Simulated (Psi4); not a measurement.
F₆Si (SMILES F[Si-2](F)(F)(F)(F)F), charge -2, singlet, geometry from GFN2-xTB (a gas-phase anion, which may not be bound at this level); Psi4 with WB97X-V/STO-3G.

Here is a job for Psi4.
```
memory 2 GB

molecule mol {
-2 1
F     0.398849   -1.654343   -0.164620
Si    0.000000    0.000000   -0.000000
F     1.175047    0.400278   -1.175616
F    -1.175047   -0.400278    1.175616
F     1.176101    0.161115    1.230390
F    -0.398849    1.654343    0.164620
F    -1.176101   -0.161115   -1.230390
}

set {
  basis sto-3g
  reference rks
  scf_type pk
  puream true
  d_convergence 1e-8
  dft_radial_points 99
  dft_spherical_points 590
}

energy('wb97x-v')
print_variables()
```

Q: Write the output that Psi4 gives for this input, abridged.

A: 
```
   => Loading Basis Set <=

    Name: STO-3G
    Role: ORBITAL
    Keyword: BASIS

         ---------------------------------------------------------
                                   SCF
               by Justin Turney, Rob Parrish, Andy Simmonett
                          and Daniel G. A. Smith
                              RKS Reference
         ---------------------------------------------------------

  ==> Geometry <==

    Molecular point group: ci
    Full point group: Ci

    Geometry (in Angstrom), charge = -2, multiplicity = 1:

       Center              X                  Y                   Z               Mass
    ------------   -----------------  -----------------  -----------------  -----------------
         F            0.398849000000    -1.654343000000    -0.164620000000    18.998403162730
         SI           0.000000000000     0.000000000000     0.000000000000    27.976926534650
         F            1.175047000000     0.400278000000    -1.175616000000    18.998403162730
         F           -1.175047000000    -0.400278000000     1.175616000000    18.998403162730
         F            1.176101000000     0.161115000000     1.230390000000    18.998403162730
         F           -0.398849000000     1.654343000000     0.164620000000    18.998403162730
         F           -1.176101000000    -0.161115000000    -1.230390000000    18.998403162730

  Running in ci symmetry.

  Rotational constants: A =      0.07589  B =      0.07589  C =      0.07589 [cm^-1]
  Rotational constants: A =   2275.13317  B =   2275.13230  C =   2275.13184 [MHz]
  Nuclear repulsion =  484.334515453959966

  Charge       = -2
  Multiplicity = 1
  Electrons    = 70
  Nalpha       = 35
  Nbeta        = 35

  ==> Algorithm <==

  SCF Algorithm Type is PK.
  DIIS enabled.
  MOM disabled.
  Fractional occupation disabled.
  Guess Type is SAD.
  Energy threshold   = 1.00e-06
  Density threshold  = 1.00e-08
  Integral threshold = 1.00e-12

  ==> Primary Basis <==

  Basis Set: STO-3G
    Blend: STO-3G
    Number of shells: 23
    Number of basis functions: 39
    Number of Cartesian functions: 39
    Spherical Harmonics?: true
    Max angular momentum: 1

  ==> DFT Potential <==

   => LibXC <=

    Version 7.1.2
    S. Lehtola, C. Steigemann, M. J. T. Oliveira, and M. A. L. Marques,  SoftwareX 7, 1–5 (2018) (10.1016/j.softx.2017.11.002)

   => Composite Functional: WB97X-V <=

    wB97X-V Hyb-GGA Exchange-Correlation Functional

    N. Mardirossian and M. Head-Gordon,  Phys. Chem. Chem. Phys. 16, 9904–9924 (2014) (10.1039/C3CP54374A)

    Deriv               =              1
    GGA                 =           TRUE
    Meta                =          FALSE

    Exchange Hybrid     =           TRUE
    MP2 Hybrid          =          FALSE

   => Exchange-Correlation Functionals <=

    1.0000   wB97X-V range-separated functional

   => Exact (HF) Exchange <=

    0.8330            HF,LR [omega = 0.3000]
    0.1670               HF

   => LibXC Density Thresholds  <==

    XC_HYB_GGA_XC_WB97X_V:  1.00E-14

   => VV10 Non-Local Parameters <=

    VV10 B              =     6.0000E+00
    VV10 C              =     1.0000E-02

   => Molecular Quadrature <=

    Radial Scheme          =       TREUTLER
    Pruning Scheme         =           NONE
    Nuclear Scheme         =       TREUTLER

    Blocking Scheme        =         OCTREE
    BS radius alpha        =              1
    Pruning alpha          =              1
    Radial Points          =             99
    Spherical Points       =            590
    Total Points           =         385138
    Total Blocks           =           2762
    Max Points             =            256
    Max Functions          =             34
    Weights Tolerance      =       1.00E-15

  ==> Integral Setup <==

  Using in-core PK algorithm.
   Calculation information:
      Number of atoms:                   7
      Number of AO shells:              23
      Number of primitives:             69
[...]
      Number of basis functions:        39

      Integral cutoff                 1.00e-12
      Number of threads:                 1

  Performing in-core PK
  Using 913770 doubles for integral storage.
  We computed 30860 shell quartets total.
  Whereas there are 38226 unique shell quartets.

  Computing range-separated integrals for PK
  We computed 30860 wK shell quartets total.
  Whereas there are 38226 wK unique shell quartets.

  ==> DiskJK: Disk-Based J/K Matrices <==

    J tasked:                  Yes
    K tasked:                  Yes
    wK tasked:                 Yes
    Omega:               3.000E-01
    Schwarz Cutoff:          1E-12

  Minimum eigenvalue in the overlap matrix is 3.5588540812E-01.
  Reciprocal condition number of the overlap matrix is 2.0615886123E-01.
    Using symmetric orthogonalization.

  ==> Pre-Iterations <==

  SCF Guess: Superposition of Atomic Densities via on-the-fly atomic UHF (no occupation information).

   -------------------------
    Irrep   Nso     Nmo
   -------------------------
     Ag        18      18
     Au        21      21
   -------------------------
    Total      39      39
   -------------------------

  ==> Iterations <==

                        Total Energy        Delta E     RMS |[F,P]|

   @RKS iter SAD:  -873.88920884039237   -8.73889e+02   0.00000e+00
   @RKS iter   1:  -875.72615803254496   -1.83695e+00   1.58757e-02 ADIIS/DIIS
   @RKS iter   2:  -875.87425972347023   -1.48102e-01   4.36820e-03 ADIIS/DIIS
   @RKS iter   3:  -875.88229329135777   -8.03357e-03   2.06167e-04 ADIIS/DIIS
   @RKS iter   4:  -875.88233073605943   -3.74447e-05   3.14086e-05 DIIS
   @RKS iter   5:  -875.88233179078009   -1.05472e-06   3.20535e-06 DIIS
   @RKS iter   6:  -875.88233180220254   -1.14225e-08   2.63154e-07 DIIS
   @RKS iter   7:  -875.88233180228178   -7.92397e-11   1.61992e-08 DIIS
   @RKS iter   8:  -875.88233180228167    1.13687e-13   5.28383e-10 DIIS
  Energy and wave function converged.

  ==> Post-Iterations <==

   Electrons on quadrature grid:
      Ntotal   =   69.9999973048 ; deviation = -2.695e-06

    Orbital Energies [Eh]
    ---------------------

    Doubly Occupied:

[...]
    Virtual:

[...]
      21Au     1.141072

    Final Occupation by Irrep:
             Ag    Au
    DOCC [    17,   18 ]
    NA   [    17,   18 ]
    NB   [    17,   18 ]

  @RKS Final Energy:  -875.88233180228167

   => Energetics <=

    Nuclear Repulsion Energy =            484.3345154539599662
    One-Electron Energy =               -2238.8311003835128759
    Two-Electron Energy =                 941.2965449500220529
    DFT Exchange-Correlation Energy =     -62.9763125082664672
    Empirical Dispersion Energy =           0.0000000000000000
    VV10 Nonlocal Energy =                  0.2940206855156814
    Total Energy =                       -875.8823318022816693

Computation Completed

Properties will be evaluated at   0.000000,   0.000000,   0.000000 [a0]

Properties computed using the SCF density matrix

 Multipole Moments:

 ------------------------------------------------------------------------------------
     Multipole            Electronic (a.u.)      Nuclear  (a.u.)        Total (a.u.)
 ------------------------------------------------------------------------------------

 L = 1.  Multiply by 2.5417464519 to convert [e a0] to [Debye]
 Dipole X            :          0.0000000            0.0000000            0.0000000
 Dipole Y            :          0.0000000           -0.0000000           -0.0000000
 Dipole Z            :          0.0000000            0.0000000            0.0000000
 Magnitude           :                                                    0.0000000

 ------------------------------------------------------------------------------------

  Variable Map:
  ----------------------------------------------------------------------------
[...]
  Array Variable Map:
  ----------------------------------------------------------------------------
[...]
[...]
```
